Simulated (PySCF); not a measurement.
PySCF job for SeCl3, SMILES Cl[Se+](Cl)Cl, charge +1, PBE0/pcSseg-1. Geometry: ωB97X-D3(BJ)/def2-SVP. The multiplicity is an assumed one; other spin states were not compared. The isomer is the one that the SMILES or the coordinates give; other isomers of the formula were not compared.

```python
import numpy as np
from pyscf import gto, scf, dft
from pyscf.prop.nmr import rks as nmr

mol = gto.M(
    atom='''
    Se   -0.00000000    0.00000000    0.57228898
    Cl    1.62553138   -0.93850098   -0.38152598
    Cl   -1.62553137   -0.93850098   -0.38152599
    Cl    0.00000000    1.87700195   -0.38152599
    ''',
    basis='pcSseg-1',
    charge=1,
    spin=0,
    max_memory=1600,
    verbose=3,
)
mf = dft.RKS(mol, xc='pbe0')
mf.grids.level = 3
mf.conv_tol = 1e-10
mf.max_cycle = 100
mf.kernel()
n = nmr.NMR(mf)
n.verbose = 2
n.max_cycle_cphf = 60
sigma = n.kernel()
print('atom   isotropic/ppm   span/ppm')
for i, s in enumerate(sigma):
    w = np.linalg.eigvalsh((s + s.T) / 2)
    print(f'{mol.atom_symbol(i):2s}{i + 1:3d} {w.mean():14.3f} {w[2] - w[0]:11.3f}')
```

Output:

```
converged SCF energy = -3780.7696415707
atom   isotropic/ppm   span/ppm
Se  1        177.053      73.640
Cl  2        253.281     788.956
Cl  3        253.281     788.956
Cl  4        253.275     788.969
```

The calculation finished and met its thresholds.
